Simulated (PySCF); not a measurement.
C$_{5}$H$_{6}$, charge +1, doublet (typed; the unrestricted solution is spin-contaminated), at a GFN2-xTB geometry (a state made from the parent by changing its charge; the spin is typed, not shown lowest); CCSD(T)/STO-3G (PySCF).

PySCF was given this input:
```python
from pyscf import gto, scf, cc

mol = gto.M(
    atom='''
C    -0.987909    0.718684   -0.179883
C     0.340593    1.135880   -0.136586
C     1.219633   -0.029785    0.098999
C     0.258634   -1.150514    0.185226
C    -1.037660   -0.669217    0.015466
H    -1.840432    1.357167   -0.337740
H     0.692089    2.148207   -0.254592
H     1.826716    0.076291    1.007253
H     1.959306   -0.168751   -0.699937
H     0.537003   -2.178223    0.354359
H    -1.934426   -1.264980    0.031330
''',
    basis='sto-3g',
    charge=1,
    spin=1,
    verbose=5,
)

mf = scf.UHF(mol)
mf.kernel()

mycc = cc.CCSD(mf)
mycc.diis_space = 10
mycc.kernel()
et = mycc.ccsd_t()
print('E(CCSD(T)) = %.10f' % (mycc.e_tot + et))
mf.analyze()
```

The log (banner, timings and long lists left out):

```
PySCF version 2.14.0

[INPUT] verbose = 5
[INPUT] max_memory = 4000
[INPUT] num. atoms = 11
[INPUT] num. electrons = 35
[INPUT] charge = 1
[INPUT] spin (= nelec alpha-beta = 2S) = 1
[INPUT] symmetry False subgroup None
[INPUT] Mole.unit = angstrom
[INPUT] Symbol           X                Y                Z      unit          X                Y                Z       unit  Magmom
[...]
[INPUT] ---------------- BASIS SET ----------------
[INPUT] l, kappa, [nprim/nctr], expnt,             c_1 c_2 ...
[INPUT] H
[...]
                                0.62391373        0.53532814
                                0.1688554         0.44463454
[INPUT] C
[...]
                                13.045096         0.53532814
                                3.5305122         0.44463454
[...]
                                0.6834831         0.39951283
                                0.2222899         0.70011547
[...]
                                0.6834831         0.60768372
                                0.2222899         0.39195739

nuclear repulsion = 157.058731178956
number of shells = 21
number of NR pGTOs = 93
number of NR cGTOs = 31
basis = sto-3g
ecp = {}

******** <class 'pyscf.scf.uhf.UHF'> ********
method = UHF
initial guess = minao
damping factor = 0
level_shift factor = 0
DIIS = <class 'pyscf.scf.diis.CDIIS'>
diis_start_cycle = 1
diis_space = 8
diis_damp = 0
SCF conv_tol = 1e-09
SCF conv_tol_grad = None
SCF max_cycles = 50
direct_scf = True
direct_scf_tol = 1e-13
number electrons alpha = 18  beta = 17
Set gradient conv threshold to 3.16228e-05
E1 = -567.0079625717909  E2 = 218.07005839899665  Ecoul = 247.0694577477178  Exc = -28.99939934872114
init E= -191.879172993838
cond(S) = 14.41685343587377

  alpha mo_energy =
[-11.10369927 -11.08820226 -11.0842299  -11.07803816 -11.07733784
  -1.64703539  -1.19299552  -1.15146404  -0.77479834  -0.72524406
  -0.63639074  -0.49967064  -0.37955668  -0.36329132  -0.35318384
  -0.33820891  -0.2686915   -0.10877571   0.10350989   0.27413159
   0.49412112   0.52319914   0.54503887   0.56332903   0.58571363
   0.62256456   0.64430353   0.67883346   0.83534984   0.87713578
   0.99481613]
  beta  mo_energy =
[-11.10369927 -11.08820226 -11.0842299  -11.07803816 -11.07733784
  -1.64703539  -1.19299552  -1.15146404  -0.77479834  -0.72524406
  -0.63639074  -0.49967064  -0.37955668  -0.36329132  -0.35318384
  -0.33820891  -0.2686915   -0.10877571   0.10350989   0.27413159
   0.49412112   0.52319914   0.54503887   0.56332903   0.58571363
   0.62256456   0.64430353   0.67883346   0.83534984   0.87713578
   0.99481613]
multiplicity <S^2> = 0.75  2S+1 = 2
E1 = -557.3209207697565  E2 = 210.0674566274353  Ecoul = 237.70902299926763  Exc = -27.64156637183234
cycle= 1 E= -190.194732963365  delta_E= 1.68  |g|= 0.24  |ddm|= 3.01
  alpha mo_energy =
[-11.44561709 -11.44546812 -11.37076155 -11.35754224 -11.35736033
  -1.45066301  -1.24361941  -1.22477956  -1.01079305  -0.97980243
  -0.94392132  -0.85185453  -0.79757198  -0.7789157   -0.76439596
  -0.76086471  -0.67523153  -0.59434291  -0.12769224   0.0629797
   0.32096991   0.32505625   0.36072448   0.40011949   0.42482219
   0.44550359   0.47691415   0.5159294    0.61974109   0.64512397
   0.77088112]
  beta  mo_energy =
[-11.43814686 -11.43807638 -11.37075993 -11.35460549 -11.3542912
  -1.42320595  -1.21550905  -1.19623736  -0.99451836  -0.96470094
  -0.93748765  -0.81436051  -0.78734208  -0.77063516  -0.76075816
  -0.75328179  -0.60234275  -0.2090868   -0.02737098   0.14947285
   0.33208627   0.33811341   0.36643732   0.41828035   0.43918349
   0.45560436   0.48758335   0.52107054   0.62817998   0.65294421
   0.77929155]
multiplicity <S^2> = 0.76018491  2S+1 = 2.0101591
E1 = -558.735638163178  E2 = 211.43181551349156  Ecoul = 239.1264053931705  Exc = -27.694589879678944
cycle= 2 E= -190.24509147073  delta_E= -0.0504  |g|= 0.0659  |ddm|= 0.419
  alpha mo_energy =
[-11.34275098 -11.34259338 -11.3322267  -11.332052   -11.29786573
  -1.39894537  -1.19926245  -1.18519181  -0.98210082  -0.95101954
  -0.92444573  -0.81853009  -0.77275698  -0.7524516   -0.73892461
  -0.72586138  -0.64033815  -0.55412306  -0.08649228   0.10337395
   0.35846524   0.37250874   0.39579947   0.4320859    0.46119926
   0.4775312    0.49825661   0.5451673    0.65548682   0.69065582
   0.8020787 ]
  beta  mo_energy =
[-11.33271304 -11.3326281  -11.3305137  -11.33018255 -11.29862589
  -1.37075663  -1.17987668  -1.14770562  -0.96525162  -0.93655159
  -0.91820445  -0.78493957  -0.76198888  -0.74807523  -0.73391361
  -0.71803018  -0.58224849  -0.15425597   0.02854625   0.18398177
   0.36994618   0.38356448   0.40180871   0.44978254   0.47771748
   0.48800996   0.50940009   0.55043653   0.66342544   0.70095269
   0.81090786]
multiplicity <S^2> = 0.7815159  2S+1 = 2.0312714
E1 = -558.6206027013086  E2 = 211.310857059605  Ecoul = 239.00725224666917  Exc = -27.696395187064155
cycle= 3 E= -190.251014462748  delta_E= -0.00592  |g|= 0.031  |ddm|= 0.131
  alpha mo_energy =
[-11.36222149 -11.36206792 -11.32229871 -11.32213129 -11.31534703
  -1.40357827  -1.20511991  -1.18615205  -0.98480214  -0.95259144
  -0.92663845  -0.82583863  -0.77665514  -0.75250352  -0.7447856
  -0.73353671  -0.63869236  -0.5649378   -0.09147941   0.10840868
   0.3552313    0.36555139   0.39159748   0.43326484   0.45951669
   0.47037044   0.49857398   0.54149703   0.65435191   0.68234867
   0.80173849]
  beta  mo_energy =
[-11.35035788 -11.35027413 -11.32155353 -11.32121218 -11.31668825
  -1.37439147  -1.18375533  -1.14952471  -0.96655933  -0.93855597
  -0.92056632  -0.79163728  -0.76544841  -0.74839587  -0.74085983
  -0.72583675  -0.58895953  -0.1530427    0.02811194   0.18147136
   0.36834346   0.37721992   0.39688762   0.45087971   0.47588588
   0.48103306   0.50814027   0.54698231   0.6620212    0.69355462
   0.80986486]
multiplicity <S^2> = 0.80488234  2S+1 = 2.0541493
E1 = -558.6350762132303  E2 = 211.3230714687336  Ecoul = 239.02608666389457  Exc = -27.703015195160987
[...]
converged SCF energy = -190.255797093846  <S^2> = 0.89493339  2S+1 = 2.1400312
E(UCCSD) = -190.5736143566398  E_corr = -0.3178172627941958
E(CCSD(T)) = -190.5799254367
Total Energy =                        -190.255797093845644
[...]
6 H 1s           0.34871  -0.16574  -0.18172   0.27072   0.22392
7 H 1s           0.13457  -0.00000  -0.18093  -0.00000  -0.27328
8 H 1s           0.13457  -0.00000  -0.18093   0.00000  -0.27327
9 H 1s           0.34871   0.16574  -0.18172  -0.27071   0.22392
10 H 1s          0.39281   0.17468   0.23300   0.31022  -0.16747
               #26       #27       #28       #29       #30
0 C 1s           0.00000   0.00251   0.00250   0.00036   0.00097
0 C 2s          -0.00000  -0.22126  -0.22343  -0.03738  -0.06168
0 C 2px         -0.00305   0.20236  -0.04320   0.25533  -0.24486
0 C 2py          0.00563  -0.01294  -0.17247   0.45167   0.03626
0 C 2pz          0.03921   0.01757   0.02140  -0.04500  -0.02422
1 C 1s          -0.00000   0.00292  -0.00059   0.00105  -0.00202
1 C 2s           0.00000  -0.29784   0.06028  -0.09609   0.15995
1 C 2px          0.01574  -0.20424  -0.27948   0.36699  -0.11440
1 C 2py         -0.02909  -0.16988   0.11213  -0.15127  -0.43068
1 C 2pz         -0.20270   0.00852  -0.03780   0.05022   0.05293
2 C 1s           0.00000  -0.00000  -0.00755  -0.00000   0.00304
2 C 2s          -0.00000   0.00000   0.52411   0.00000  -0.20256
2 C 2px         -0.05091   0.00998   0.20237  -0.01147   0.42670
2 C 2py          0.09408   0.27837  -0.00494  -0.31984  -0.01042
2 C 2pz          0.65546  -0.03918   0.01643   0.04502   0.03464
3 C 1s          -0.00000  -0.00292  -0.00059  -0.00105  -0.00202
3 C 2s           0.00000   0.29783   0.06028   0.09609   0.15995
3 C 2px          0.01574   0.19171  -0.28702  -0.37718  -0.08336
3 C 2py         -0.02910  -0.17955  -0.09830  -0.13310   0.43551
3 C 2pz         -0.20270   0.04066  -0.00818  -0.01019  -0.06898
4 C 1s           0.00000  -0.00251   0.00250  -0.00036   0.00097
4 C 2s          -0.00000   0.22127  -0.22343   0.03738  -0.06167
4 C 2px         -0.00305  -0.20293  -0.03077  -0.22253  -0.24703
4 C 2py          0.00563  -0.00304   0.17427   0.46334  -0.02425
4 C 2pz          0.03921  -0.01532  -0.02740  -0.08379  -0.01571
5 H 1s           0.00000   0.28181   0.17891  -0.03987  -0.13971
6 H 1s          -0.00000   0.36232  -0.04052   0.06511   0.25628
7 H 1s          -0.48549   0.00000  -0.36140   0.00000  -0.09982
8 H 1s           0.48549  -0.00000  -0.36140   0.00000  -0.09982
9 H 1s          -0.00000  -0.36232  -0.04052  -0.06512   0.25628
10 H 1s          0.00000  -0.28181   0.17891   0.03987  -0.13971
               #31
0 C 1s           0.00300
0 C 2s          -0.21643
0 C 2px         -0.39081
0 C 2py          0.26968
0 C 2pz         -0.06906
1 C 1s          -0.00160
1 C 2s           0.12774
1 C 2px         -0.23505
1 C 2py         -0.24878
1 C 2pz          0.01745
2 C 1s          -0.00000
2 C 2s           0.00000
2 C 2px         -0.00138
2 C 2py         -0.03845
2 C 2pz          0.00541
3 C 1s           0.00160
3 C 2s          -0.12774
3 C 2px          0.21682
3 C 2py         -0.25981
3 C 2pz          0.05413
4 C 1s          -0.00300
4 C 2s           0.21643
4 C 2px          0.40945
4 C 2py          0.25014
4 C 2pz         -0.00410
5 H 1s          -0.24865
6 H 1s           0.16301
7 H 1s           0.00000
8 H 1s           0.00000
9 H 1s          -0.16301
10 H 1s          0.24865

To work with the spin densities directly, `use mulliken_meta_spin()` only printing them here.

 ** Mulliken spin pop alpha/beta on meta-lowdin orthogonal AOs **
 ** Mulliken Spin Density (per AO)  **
spin_pop of  0 C 1s        0.00000
spin_pop of  0 C 2s       -0.01171
spin_pop of  0 C 2px      -0.02132
spin_pop of  0 C 2py      -0.00457
spin_pop of  0 C 2pz      -0.06324
spin_pop of  1 C 1s       -0.00002
spin_pop of  1 C 2s        0.04867
spin_pop of  1 C 2px       0.03090
spin_pop of  1 C 2py       0.04089
spin_pop of  1 C 2pz       0.54822
spin_pop of  2 C 1s        0.00000
spin_pop of  2 C 2s       -0.01712
spin_pop of  2 C 2px      -0.02433
spin_pop of  2 C 2py      -0.04185
spin_pop of  2 C 2pz      -0.02130
spin_pop of  3 C 1s       -0.00002
spin_pop of  3 C 2s        0.04867
spin_pop of  3 C 2px       0.03121
spin_pop of  3 C 2py       0.04068
spin_pop of  3 C 2pz       0.54812
spin_pop of  4 C 1s        0.00000
spin_pop of  4 C 2s       -0.01171
spin_pop of  4 C 2px      -0.02024
spin_pop of  4 C 2py      -0.00531
spin_pop of  4 C 2pz      -0.06359
spin_pop of  5 H 1s        0.00483
spin_pop of  6 H 1s       -0.03836
spin_pop of  7 H 1s        0.01801
spin_pop of  8 H 1s        0.01801
spin_pop of  9 H 1s       -0.03836
spin_pop of  10 H 1s        0.00483
 ** Mulliken Spin Density (per atom)  **
spin density of  0 C =     -0.10085
spin density of  1 C =      0.66867
spin density of  2 C =     -0.10460
spin density of  3 C =      0.66867
spin density of  4 C =     -0.10085
spin density of  5 H =      0.00483
spin density of  6 H =     -0.03836
spin density of  7 H =      0.01801
spin density of  8 H =      0.01801
spin density of  9 H =     -0.03836
spin density of  10 H =      0.00483
 ** Mulliken pop alpha/beta on meta-lowdin orthogonal AOs **
 ** Mulliken pop       alpha | beta **
[...]
In total            18.00000 | 17.00000
 ** Mulliken atomic charges   ( Nelec_alpha | Nelec_beta ) **
charge of  0C =      0.07349  (     2.91283      3.01368 )
charge of  1C =      0.13170  (     3.26848      2.59981 )
charge of  2C =     -0.07045  (     2.98293      3.08752 )
charge of  3C =      0.13170  (     3.26848      2.59981 )
charge of  4C =      0.07349  (     2.91283      3.01368 )
charge of  5H =      0.11065  (     0.44709      0.44226 )
charge of  6H =      0.10821  (     0.42671      0.46508 )
charge of  7H =      0.11116  (     0.45342      0.43541 )
charge of  8H =      0.11116  (     0.45342      0.43541 )
charge of  9H =      0.10821  (     0.42671      0.46508 )
charge of  10H =      0.11065  (     0.44709      0.44226 )

WARN: System has nonzero charge 1; the dipole moment is origin-dependent.
Location of origin: [0. 0. 0.]

Dipole moment(X, Y, Z, Debye): -0.17556,  0.00429, -0.01425
```
